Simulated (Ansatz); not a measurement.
Frontier orbitals of `C=C(C)C(=O)OC1(C)CCOC(=O)C1`.

| atom | x (Å) | y (Å) | z (Å) |
| --- | --- | --- | --- |
| C1 | -3.292 | -1.265 | -1.567 |
| C2 | -2.298 | -0.416 | -1.325 |
| C3 | -2.325 | 1.030 | -1.694 |
| C4 | -1.099 | -0.968 | -0.629 |
| O5 | -0.996 | -2.095 | -0.220 |
| O6 | -0.144 | -0.029 | -0.523 |
| C7 | 1.095 | -0.290 | 0.186 |
| C8 | 1.869 | -1.420 | -0.465 |
| C9 | 1.854 | 1.045 | 0.087 |
| C10 | 1.957 | 1.742 | 1.428 |
| O11 | 0.700 | 1.788 | 2.094 |
| C12 | 0.075 | 0.607 | 2.277 |
| O13 | -0.958 | 0.562 | 2.876 |
| C14 | 0.764 | -0.577 | 1.651 |
| H15 | -3.212 | -2.302 | -1.264 |
| H16 | -4.199 | -0.941 | -2.063 |
| H17 | -2.207 | 1.662 | -0.810 |
| H18 | -3.269 | 1.282 | -2.179 |
| H19 | -1.506 | 1.282 | -2.373 |
| H20 | 1.340 | -2.366 | -0.379 |
| H21 | 2.845 | -1.510 | 0.017 |
| H22 | 2.032 | -1.197 | -1.522 |
| H23 | 1.327 | 1.684 | -0.622 |
| H24 | 2.861 | 0.882 | -0.305 |
| H25 | 2.267 | 2.780 | 1.311 |
| H26 | 2.691 | 1.250 | 2.076 |
| H27 | 1.701 | -0.771 | 2.184 |
| H28 | 0.127 | -1.451 | 1.751 |

Total charge 0; spin multiplicity 1. The geometry is a stationary point of PBE0-D4/def2-TZVP. It is one conformer, not always the lowest. Basis def2-TZVPP, Ansatz 0.2.0.

```tsv
functional	HOMO (eV)	LUMO (eV)	gap (eV)
LDA (SPW92)	-6.34	-2.46	3.88
PBE	-6.14	-2.20	3.94
BLYP	-6.05	-2.06	3.99
r2SCAN	-6.45	-2.05	4.40
PBE0	-7.75	-1.23	6.52
BHLYP	-8.75	-0.14	8.61
ωB97M-V	-9.98	0.91	10.89
```

From PBE to PBE0 the HOMO moves by −1.62 eV and the LUMO by +0.96 eV, and with ωB97M-V by −3.85 and +3.11 eV, so the gap grows from 3.94 to 10.90 eV with exact exchange. A positive LUMO is unbound and depends on the basis.
